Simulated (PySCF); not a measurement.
PySCF job for Cd(H)(GeH3) (CdGeH₄), SMILES [GeH3][CdH], PBE0-D3(BJ)/def2-TZVP. Geometry: PBE0-D3(BJ)/def2-TZVP. The def2 effective core potentials stand for the cores of Cd; spin–orbit coupling is left out.

```python
import numpy as np
from pyscf import gto, scf, dft, df
from pyscf.hessian import thermo

mol = gto.M(
    atom='''
    Cd   -0.00000000   -0.00000000   -1.06113831
    H     0.00000000    0.00000000   -2.75246455
    Ge    0.00000000    0.00000000    1.48343281
    H     1.23505320   -0.71305830    2.07241783
    H    -0.00000001    1.42611660    2.07241782
    H    -1.23505321   -0.71305831    2.07241782
    ''',
    basis='def2-TZVP',
    ecp={'Cd': 'def2-tzvp'},
    charge=0,
    spin=0,
    max_memory=1600,
    verbose=3,
)
mf = dft.RKS(mol, xc='pbe0').density_fit(auxbasis='def2-universal-jkfit')
mf.disp = 'd3bj'
mf.grids.level = 3
mf.conv_tol = 1e-11
mf.max_cycle = 100
mf.kernel()

# analytic Hessian; the response equations are solved on a coarser grid
h, args, fine = mf.Hessian(), (mf.mo_energy, mf.mo_coeff, mf.mo_occ), mf.grids
h.max_memory = max(150, 2.5e-5 * df.make_auxmol(mol, mf.with_df.auxbasis).nao * mol.nelec[0] * (mol.nelec[0] + mol.nao))  # MB; small integral blocks
h1ao = h.make_h1(mf.mo_coeff, mf.mo_occ)
mf.grids = dft.Grids(mol).set(level=1).build(with_non0tab=True)
mo1, mo_e1 = h.solve_mo1(*args, h1ao)
mf.grids = fine
hess = h.hess_elec(*args, mo1, mo_e1, h1ao) + h.hess_nuc()
if mf.do_disp():
    hess += h.get_dispersion()
for i in range(mol.natm):  # the analytic DFT Hessian lacks the response of the grid: restore translational invariance
    hess[i, i] -= hess[i].sum(axis=0)
hess = (hess + hess.transpose(1, 0, 3, 2)) / 2
vib = thermo.harmonic_analysis(mol, hess, imaginary_freq=False)
thermo.dump_normal_mode(mol, vib)
th = thermo.thermo(mf, vib['freq_au'][vib['freq_au'] > 0], 298.15, 101325)
thermo.dump_thermo(mol, th)
g0 = mf.nuc_grad_method().set(verbose=0).kernel()

# dipole derivatives [dipole axis, atom, xyz] from the same response
r, irp = mol.intor('int1e_r'), mol.intor('int1e_irp').reshape(3, 3, mol.nao, mol.nao)
sl, dm0, ok = mol.aoslice_by_atom(), np.array(mf.make_rdm1()), []
dmu = np.einsum('a,xt->xat', mol.atom_charges(), np.eye(3))
for a, (_, _, p0, p1) in enumerate(sl):
    dmu[:, a] += 2 * np.einsum('xtij,ij->xt', irp[:, :, :, p0:p1], dm0.reshape(-1, mol.nao, mol.nao).sum(0)[:, p0:p1])
    for u, c, occ, f in [(mo1, mf.mo_coeff, mf.mo_occ, 4)]:
        dmu[:, a] -= f * np.einsum('tui,xuv,vi->xt', u[a], r, c[:, occ > 0], optimize=True)
L = vib['norm_mode']
ir = 974.8801 * (np.einsum('xat,kat->kx', dmu, L) ** 2).sum(1)       # km/mol
apt = np.einsum('xax->a', dmu) / 3

# polarisability derivatives from nuclear gradients in small electric fields
h0, F = mf.get_hcore(), 0.005
def in_field(f, guess):
    m = mf.copy()
    m.verbose, m.conv_tol, m.conv_tol_grad = 0, 1e-11, 2e-7
    m.get_hcore = lambda *a: h0 + np.einsum('x,xij->ij', f, r)
    m.kernel(guess)
    ok.append(m.converged)
    dm = np.array(m.make_rdm1())
    g = m.nuc_grad_method().kernel() - np.outer(mol.atom_charges(), f)
    for a, (_, _, p0, p1) in enumerate(sl):
        g[a] -= 2 * np.einsum('x,xtij,ij->t', f, irp[:, :, :, p0:p1], dm[:, p0:p1])
    return g, -np.einsum('xij,ij->x', r, dm), dm
E = np.eye(3) * F
g0, _, dm0 = in_field(np.zeros(3), dm0)
gp = [in_field(e, dm0) for e in E]
gm = [in_field(-e, 2 * dm0 - p[2]) for e, p in zip(E, gp)]
alpha = np.array([(p[1] - q[1]) / (2 * F) for p, q in zip(gp, gm)])  # bohr^3
check = abs(np.array([-(p[0] - q[0]) / (2 * F) for p, q in zip(gp, gm)]) - dmu).max()
print('static polarisability / bohr^3:', alpha.round(3))
print('largest difference of analytic and finite-field dipole derivatives / e:', check)
da = np.zeros((3, 3, mol.natm, 3))
for x in range(3):
    da[x, x] = -(gp[x][0] + gm[x][0] - 2 * g0) / F**2
for x, y in ((0, 1), (0, 2), (1, 2)):
    up, down = in_field(E[x] + E[y], gp[x][2] + gp[y][2] - dm0), in_field(-E[x] - E[y], gm[x][2] + gm[y][2] - dm0)
    both = -(up[0] + down[0] - 2 * g0) / F**2
    da[x, y] = da[y, x] = (both - da[x, x] - da[y, y]) / 2
aq = np.einsum('xyat,kat->kxy', da, L) * 0.529177210903**2           # A^2/amu^1/2
a = np.einsum('kxx->k', aq) / 3
g2 = 1.5 * (aq**2).sum((1, 2)) - 4.5 * a**2
raman, depol = 45 * a**2 + 7 * g2, 3 * g2 / (45 * a**2 + 4 * g2 + 1e-12)
print('mode   freq/cm-1   IR/(km/mol)   Raman/(A^4/amu)   depolarisation')
for k, w in enumerate(vib['freq_wavenumber']):
    print(f'{k + 1:4d} {w:11.2f} {ir[k]:13.3f} {raman[k]:17.3f} {depol[k]:16.3f}')
print('max |gradient| / (hartree/bohr):', abs(g0).max())
print('APT charges:', apt.round(4))
```

Log of the run:

```
converged SCF energy = -2246.88659482874

WARN: DFTD3 does not support analytical Hessian, using finite difference


WARN: Mole.unit (angstrom) is changed to Bohr

Mode                                 0                   1                   2
Irrep
Freq [cm^-1]                      214.5125            331.5704            331.5811
Reduced mass [au]                  29.5153              1.0202              1.0202
Force const [Dyne/A]                0.8002              0.0661              0.0661
Char temp [K]                     308.6357            477.0559            477.0714
Normal mode                   x     y     z       x     y     z       x     y     z
       0  Cd                 0.00 -0.00  0.06   -0.00  0.00  0.00    0.00  0.00  0.00
       1   H                 0.00  0.00  0.06    0.07 -0.66  0.00   -0.66 -0.07  0.00
       2  Ge                -0.00 -0.00 -0.09   -0.00  0.01 -0.00    0.01  0.00 -0.00
       3   H                -0.00  0.00 -0.08    0.01 -0.24 -0.30   -0.22 -0.04  0.41
       4   H                 0.00 -0.00 -0.08    0.03 -0.21  0.50   -0.25 -0.02  0.05
       5   H                 0.00  0.00 -0.08    0.04 -0.24 -0.21   -0.22 -0.01 -0.46
Mode                                 3                   4                   5
Irrep
Freq [cm^-1]                      456.6616            456.6635            787.5254
Reduced mass [au]                   1.0738              1.0738              1.0389
Force const [Dyne/A]                0.1319              0.1319              0.3796
Char temp [K]                     657.0344            657.0370           1133.0737
Normal mode                   x     y     z       x     y     z       x     y     z
       0  Cd                 0.00 -0.01  0.00    0.01  0.00 -0.00   -0.00 -0.00  0.00
       1   H                -0.18  0.70 -0.00   -0.70 -0.18  0.00    0.00  0.00 -0.02
       2  Ge                -0.01  0.02 -0.00   -0.02 -0.01  0.00    0.00 -0.00  0.02
       3   H                 0.02 -0.21 -0.30    0.19  0.08 -0.31    0.17 -0.10 -0.53
       4   H                 0.06 -0.17  0.42    0.23  0.04 -0.11   -0.00  0.20 -0.53
       5   H                 0.07 -0.22 -0.12    0.17  0.03  0.42   -0.17 -0.10 -0.53
Mode                                 6                   7                   8
Irrep
Freq [cm^-1]                      888.3771            888.3850           1767.8847
Reduced mass [au]                   1.0171              1.0171              1.0168
Force const [Dyne/A]                0.4729              0.4729              1.8724
Char temp [K]                    1278.1769           1278.1882           2543.5924
Normal mode                   x     y     z       x     y     z       x     y     z
       0  Cd                 0.00  0.00 -0.00   -0.00  0.00 -0.00   -0.00 -0.00 -0.01
       1   H                -0.00 -0.03  0.00    0.03 -0.00 -0.00    0.00  0.00  0.99
       2  Ge                 0.00  0.01  0.00   -0.01  0.00  0.00   -0.00  0.00  0.00
       3   H                -0.37 -0.53  0.16    0.07  0.35  0.30    0.01 -0.01 -0.01
       4   H                -0.03  0.13 -0.34    0.72  0.01 -0.01    0.00  0.02 -0.01
       5   H                 0.37 -0.50  0.18    0.10 -0.39 -0.29   -0.01 -0.01 -0.01
Mode                                 9                  10                  11
Irrep
Freq [cm^-1]                     2114.8637           2122.2171           2122.2310
Reduced mass [au]                   1.0129              1.0239              1.0239
Force const [Dyne/A]                2.6693              2.7169              2.7169
Char temp [K]                    3042.8180           3053.3979           3053.4179
Normal mode                   x     y     z       x     y     z       x     y     z
       0  Cd                -0.00 -0.00  0.00    0.00  0.00  0.00    0.00 -0.00 -0.00
       1   H                 0.00  0.00 -0.02   -0.00 -0.00 -0.00   -0.00  0.00  0.00
       2  Ge                -0.00 -0.00 -0.01    0.01  0.01 -0.00    0.01 -0.01  0.00
       3   H                 0.47 -0.27  0.20   -0.33  0.22 -0.17   -0.55  0.30 -0.26
       4   H                -0.00  0.54  0.20    0.02 -0.34 -0.15    0.01  0.66  0.28
       5   H                -0.47 -0.27  0.20   -0.64 -0.37  0.31    0.04 -0.01 -0.01
temperature 298.1500 [K]
pressure 101325.00 [Pa]
Rotational constants [GHz] 82.17228 1.63150 1.63150
Symmetry number 3
Zero-point energy (ZPE) 0.02844 [Eh]   74661.768 [J/mol]
                           tot       elec      trans        rot        vib
Entropy [J/mol/K]       296.275      0.000    174.124     94.629     27.522
Cv [J/mol/K]             64.653      0.000     12.472     12.472     39.710
Cp [J/mol/K]             72.968      0.000     20.786     12.472     39.710
Internal energy [J/mol]                      3718.434   3718.434  79956.241
Internal energy [Eh]   -2246.85331  -2246.88659
Enthalpy [J/mol]                             6197.391   3718.434  79956.241
Enthalpy [Eh]          -2246.85236
Gibbs free energy [J/mol]                  -45717.763 -24495.331  71750.701
Gibbs free energy [Eh] -2246.88601
static polarisability / bohr^3: [[ 5.5226e+01  0.0000e+00 -0.0000e+00]
 [ 0.0000e+00  5.5226e+01  4.0000e-03]
 [-0.0000e+00  0.0000e+00  9.4003e+01]]
largest difference of analytic and finite-field dipole derivatives / e: 0.0010037508982221333
mode   freq/cm-1   IR/(km/mol)   Raman/(A^4/amu)   depolarisation
   1      214.51         1.067            15.591            0.198
   2      331.57        44.496             3.891            0.750
   3      331.58        44.515             3.881            0.750
   4      456.66        17.621             5.982            0.750
   5      456.66        17.617             5.995            0.750
   6      787.53       271.398             0.361            0.108
   7      888.38        36.911            16.682            0.750
   8      888.38        36.911            16.694            0.750
   9     1767.88       370.466           489.484            0.285
  10     2114.86        90.743           359.891            0.000
  11     2122.22       127.392           156.833            0.750
  12     2122.23       127.389           156.872            0.750
max |gradient| / (hartree/bohr): 4.064887151394869e-05
APT charges: [ 0.5747 -0.3705  0.5579 -0.254  -0.254  -0.254 ]
```

The calculation finished and met its thresholds.

Cost: around 2.8 core-minutes (rough).
